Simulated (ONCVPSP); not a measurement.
## BLYP ONCV dataset for Ar, scalar-relativistic all-electron reference.

Input for ONCVPSP 4.0.1:

```
# ATOM AND REFERENCE CONFIGURATION
# atsym  z   nc   nv     iexc    psfile
  Ar 18.00    1    4  -106131      upf
#
#   n    l    f
    1    0    2.00
    2    0    2.00
    2    1    6.00
    3    0    2.00
    3    1    4.00
#
# PSEUDOPOTENTIAL AND OPTIMIZATION
# lmax
    2
#
#   l,   rc,      ep,       ncon, nbas, qcut
    0    0.40    0.00    5   10   31.50
    1    0.65    0.00    4    7   17.60
    2    0.55    0.06    4    7   19.70
#
# LOCAL POTENTIAL
# lloc, lpopt,  rc(5),   dvloc0
    4    5    0.30   -1.00
#
# VANDERBILT-KLEINMAN-BYLANDER PROJECTORs
# l, nproj, debl
    0    3    1.00
    1    2    2.80
    2    1    1.10
#
# MODEL CORE CHARGE
# icmod, fcfact, rcfact
    3    5.75    1.70
#
# LOG DERIVATIVE ANALYSIS
# epsh1, epsh2, depsh
  -12.00    5.00    0.04
#
# OUTPUT GRID
# rlmax, drl
    6.00    0.01
#
# TEST CONFIGURATIONS
# ncnf
    4
# nvcnf
#   n    l    f
    4
    2    0    2.00
    2    1    6.00
    3    0    2.00
    3    1    6.00
#
    4
    2    0    2.00
    2    1    6.00
    3    0    2.00
    3    1    5.00
#
    4
    2    0    2.00
    2    1    6.00
    3    0    2.00
    3    1    3.00
#
    4
    2    0    2.00
    2    1    6.00
    3    0    1.00
    3    1    6.00
#
```

Command:

```bash
oncvpsp.x < Ar.dat > Ar.out
```

Resulting log (shortened: citation, most of the input echo, consistency checks and plot data are left out):

```
ONCVPSP  (Optimized Norm-Conservinng Vanderbilt PSeudopotential)
scalar-relativistic version 4.0.1

#   n    l    f        energy (Ha)
    1    0    2.00    -1.1586629E+02
    2    0    2.00    -1.2013963E+01
    2    1    6.00    -9.5593734E+00
    3    0    2.00    -1.8507725E+00
    3    1    4.00    -1.2962495E+00

Reference configufation results
  iterations    23
  all-electron total energy (Ha)   -5.27803843D+02

Begin loop to  construct optimized pseudo wave functions
and semi-local pseudopoentials for all angular momenta

WARNING wellstate: negative energy specified for n= 4 l=  0
WARNING scattering state with energy  0.25000000
WARNING will be used for the first projector

   Wellstate for l =  0  n =  5
     eigenvalue =   0.2500
     asymptotic potential =   0.7500
     half-point radius =  4.7022

Calculating optimized projector #   1

 for l=   0

    Fraction of norm inside rc  0.525181
    Optimizing pswf for qcut=  31.45 a_B^-1,  ecut= 494.48 Ha
    Residual kinetic energy error=  2.55D-06 Ha

    Energy error per electron        Cutoff
         Ha          eV             Ha
         0.01000     0.27211      276.05
         0.00100     0.02721      351.54
         0.00010     0.00272      412.90
         0.00001     0.00027      461.95

Calculating optimized projector #   2

 for l=   0

    Fraction of norm inside rc  0.048549
    Optimizing pswf for qcut=  31.45 a_B^-1,  ecut= 494.48 Ha
    Residual kinetic energy error=  8.02D-07 Ha

    Energy error per electron        Cutoff
         Ha          eV             Ha
         0.01000     0.27211      204.74
         0.00100     0.02721      288.38
         0.00010     0.00272      356.13
         0.00001     0.00027      413.12

Calculating optimized projector #   3

 for l=   0

    Fraction of norm inside rc  0.005616
    Optimizing pswf for qcut=  31.45 a_B^-1,  ecut= 494.48 Ha
    Residual kinetic energy error=  6.62D-08 Ha

    Energy error per electron        Cutoff
         Ha          eV             Ha
         0.01000     0.27211      111.90
         0.00100     0.02721      216.03
         0.00010     0.00272      298.45
         0.00001     0.00027      367.16

Calculating optimized projector #   1

 for l=   1

    Fraction of norm inside rc  0.916709
    Optimizing pswf for qcut=  17.57 a_B^-1,  ecut= 154.34 Ha
    Residual kinetic energy error=  2.19D-03 Ha

    Energy error per electron        Cutoff
         Ha          eV             Ha
         0.01000     0.27211      137.48
         0.00100     0.02721      210.27
         0.00010     0.00272      363.02
         0.00001     0.00027      524.80

Calculating optimized projector #   2

 for l=   1

    Fraction of norm inside rc  0.051511
    Optimizing pswf for qcut=  17.57 a_B^-1,  ecut= 154.34 Ha
    Residual kinetic energy error=  1.32D-03 Ha

    Energy error per electron        Cutoff
         Ha          eV             Ha
         0.01000     0.27211      127.69
         0.00100     0.02721      158.64
         0.00010     0.00272      366.65
         0.00001     0.00027      460.46

   Wellstate for l =  2  n =  4
     eigenvalue =   0.0600
     asymptotic potential =   0.5600
     half-point radius =  4.4962

Calculating optimized projector #   1

 for l=   2

    Fraction of norm inside rc  0.009400
    Optimizing pswf for qcut=  19.71 a_B^-1,  ecut= 194.19 Ha
    Residual kinetic energy error=  7.80D-06 Ha

    Energy error per electron        Cutoff
         Ha          eV             Ha
         0.01000     0.27211       48.24
         0.00100     0.02721       99.66
         0.00010     0.00272      148.66
         0.00001     0.00027      189.08

Construct Vanderbilt / Kleinmman-Bylander projectors

B matrix Hermiticity error, ll=   0
   1   2    2.9861E-03
   1   3    1.2801E-03
   2   3   -8.2429E-05

  Orthonormal projector coefficients -4.7819E+02  7.4619E+01  4.4008E+00

B matrix Hermiticity error, ll=   1
   1   2    1.7228E-03

  Orthonormal projector coefficients -1.6748E+01 -1.3756E+01

Model core correction analysis
  based on d2Exc/dn_idn_j

d2excae - all-electron derivatives

   -1.103847D-01   -9.909754D-02   -8.913272D-03   -6.017893D-03
   -9.909883D-02   -1.113492D-01   -8.877850D-03   -8.001485D-03
   -8.913068D-03   -8.877850D-03   -4.098589D-02   -3.716249D-02
   -6.017794D-03   -8.001598D-03   -3.716283D-02   -3.523605D-02

d2excps - pseudofunction derivatives with no core correction

   -1.032059D-01   -1.060391D-01   -8.596002D-03   -7.244816D-03
   -1.060388D-01   -1.112579D-01   -9.332777D-03   -7.893314D-03
   -8.595701D-03   -9.332825D-03   -4.097461D-02   -3.728495D-02
   -7.244741D-03   -7.893474D-03   -3.728529D-02   -3.524630D-02

rms 2nd derivative error    3.077856E-03

rmatch, rhocmatch    0.1468  249.8822

Teter function model core charge with specified parameters

d2excps - pseudofunction derivatives with core correction

   -1.007770D-01   -1.030216D-01   -8.184853D-03   -6.820876D-03
   -1.030215D-01   -1.075643D-01   -8.822427D-03   -7.374713D-03
   -8.184551D-03   -8.822399D-03   -4.090667D-02   -3.721512D-02
   -6.820766D-03   -7.374796D-03   -3.721546D-02   -3.517557D-02

rms 2nd derivative error    2.964117E-03

Pseudoatom total energy -210.221390

Diagnostic tests using Vanderbilt-Kleinman-Bylander pseudopotentials
  1 or more projectors used as specified by nproj input data

   l    rcore       rmatch      e in        delta e   norm test  slope test

   0   0.4009264   0.4130994 -12.0139631  -0.0001947   1.0003661   1.0007966
   0   0.4009264   0.4130994  -1.8507725   0.0001917   1.0002721   1.0004585
   0   0.4009264   0.4130994   0.2500000   0.0016991   1.0011852   1.0011852

   1   0.6508802   0.6706423  -9.5593734  -0.0000898   1.0003284   1.0003693
   1   0.6508802   0.6706423  -1.2962495   0.0001172   1.0001858   1.0001739

   2   0.5505004   0.5672147   0.0600000   0.0007322   1.0000152   1.0000152

 Testing for bound ghosts
   n   l    E NL Schr. Eq   E Basis Diag.   E Cutoff

       0                      -68.610356   3467.24  WARNING - GHOST(-)
   1   0      -12.014158      -11.973208   3467.24
   2   0       -1.850581        3.000117   3467.24

   2   1       -9.559463       -9.559299    527.10
   3   1       -1.296132       -0.654436    527.10

   3   2       -0.541168        0.861920    598.19

 Testing for highly-localized positive-energy ghosts
       l    <radius>/rc     E Basis Diag.   E Cutoff

Test configuration 0

   n   l     f        eae           eps        diff
   1   0  2.0000 -115.86628500
   2   0  2.0000  -12.01396309  -12.01415782   -1.95D-04
   2   1  6.0000   -9.55937336   -9.55946316   -8.98D-05
   3   0  2.0000   -1.85077251   -1.85058079    1.92D-04
   3   1  4.0000   -1.29624952   -1.29613233    1.17D-04

    Total energies and differences
      AE_ref= -5.27803843D+02  AE_tst= -5.27803843D+02  dif=  0.00D+00
      PS_ref= -2.10221390D+02  PS_tst= -2.10221390D+02  dif=  2.84D-14
      PSP excitation error= -2.84D-14

Test configuration 1

   n   l     f        eae           eps        diff
   1   0  2.0000 -114.73218933
   2   0  2.0000  -10.91178128  -10.91263238   -8.51D-04
   2   1  6.0000   -8.45336104   -8.45642803   -3.07D-03
   3   0  2.0000   -0.88690586   -0.88669460    2.11D-04
   3   1  6.0000   -0.37269440   -0.37268324    1.12D-05

    Total energies and differences
      AE_ref= -5.27803843D+02  AE_tst= -5.29436536D+02  dif= -1.63D+00
      PS_ref= -2.10221390D+02  PS_tst= -2.11854155D+02  dif= -1.63D+00
      PSP excitation error=  7.12D-05

Test configuration 2

   n   l     f        eae           eps        diff
   1   0  2.0000 -115.25324705
   2   0  2.0000  -11.42176168  -11.42236770   -6.06D-04
   2   1  6.0000   -8.96469794   -8.96667888   -1.98D-03
   3   0  2.0000   -1.34200676   -1.34181299    1.94D-04
   3   1  5.0000   -0.80746754   -0.80743493    3.26D-05

    Total energies and differences
      AE_ref= -5.27803843D+02  AE_tst= -5.28851548D+02  dif= -1.05D+00
      PS_ref= -2.10221390D+02  PS_tst= -2.11269123D+02  dif= -1.05D+00
      PSP excitation error=  2.82D-05

Test configuration 3

   n   l     f        eae           eps        diff
   1   0  2.0000 -116.56305046
   2   0  2.0000  -12.67867320  -12.67823995    4.33D-04
   2   1  6.0000  -10.22783461  -10.22510123    2.73D-03
   3   0  2.0000   -2.40347351   -2.40324043    2.33D-04
   3   1  3.0000   -1.83013811   -1.82982581    3.12D-04

    Total energies and differences
      AE_ref= -5.27803843D+02  AE_tst= -5.26244271D+02  dif=  1.56D+00
      PS_ref= -2.10221390D+02  PS_tst= -2.08661890D+02  dif=  1.56D+00
      PSP excitation error=  7.19D-05

Test configuration 4

   n   l     f        eae           eps        diff
   1   0  2.0000 -115.29723188
   2   0  2.0000  -11.46669266  -11.46862942   -1.94D-03
   2   1  6.0000   -9.00863304   -9.01312776   -4.49D-03
   3   0  1.0000   -1.36486238   -1.36465863    2.04D-04
   3   1  6.0000   -0.82736930   -0.82739156   -2.23D-05

    Total energies and differences
      AE_ref= -5.27803843D+02  AE_tst= -5.28315523D+02  dif= -5.12D-01
      PS_ref= -2.10221390D+02  PS_tst= -2.10733284D+02  dif= -5.12D-01
      PSP excitation error=  2.13D-04
```

Note: ghosts flagged at negative energy: s at -1867.0 eV; no localised positive-energy state flagged. A true bound ghost makes a file unfit for plane-wave use.

The run took about 5.6 s on one core of a shared server CPU.
